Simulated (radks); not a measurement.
Values are calculated unless marked as measured or tabulated.
The arsenic ion As3+, configuration [Ar] 3d10 4s2.

Level of theory: Dirac Kohn-Sham, relativistic LDA (MacDonald-Vosko exchange, VWN5 correlation), spin-unpolarised, spherical densities, finite nucleus; Fermi nuclear charge, rms radius 4.0968 fm (a radial shooting solver on a logarithmic mesh with Libxc functionals).

Energy parts (hartree):
total: -2253.67210
kinetic: 2299.49369
electron-nucleus: -5403.63976
Hartree: 927.92620
exchange-correlation: -77.45222

Orbitals (lengths in bohr, moments of r in powers of bohr; r(max) is where P^2 peaks; r(90%) holds 90 % of the orbital's charge):
\begin{tabular}{lrrrrr}
orbital & occ. & eigenvalue (hartree) & r(max) & <r^4> & r(90%) \\ \hline
1s1/2 & 2 & -429.6714 & 0.02984 & 0.00002024 & 0.0816 \\
2s1/2 & 2 & -55.66946 & 0.1707 & 0.004114 & 0.315 \\
2p1/2 & 2 & -49.97162 & 0.1343 & 0.002856 & 0.286 \\
2p3/2 & 4 & -48.63711 & 0.1374 & 0.003061 & 0.292 \\
3s1/2 & 2 & -8.21373 & 0.5229 & 0.2766 & 0.897 \\
3p1/2 & 2 & -6.28878 & 0.5156 & 0.3310 & 0.938 \\
3p3/2 & 4 & -6.10431 & 0.5242 & 0.3544 & 0.954 \\
3d3/2 & 4 & -2.78373 & 0.4731 & 0.7224 & 1.12 \\
3d5/2 & 6 & -2.75669 & 0.4759 & 0.7419 & 1.13 \\
4s1/2 & 2 & -1.64680 & 1.531 & 17.70 & 2.54 \\
\end{tabular}

The highest occupied level is 4s1/2 at -44.812 eV. For comparison, the ionisation energy in NIST's Atomic Spectra Database is 50.2 eV (measured). In exact Kohn-Sham theory the highest level is minus the ionisation energy, but local and semilocal functionals leave it too shallow, through self-interaction and a potential that decays too fast; potentials with the right tail come closer. Summed over all electrons, <r^2> = 16.38 bohr^2, which gives a Langevin (diamagnetic) susceptibility term of -13 x 10^-6 cm^3/mol.
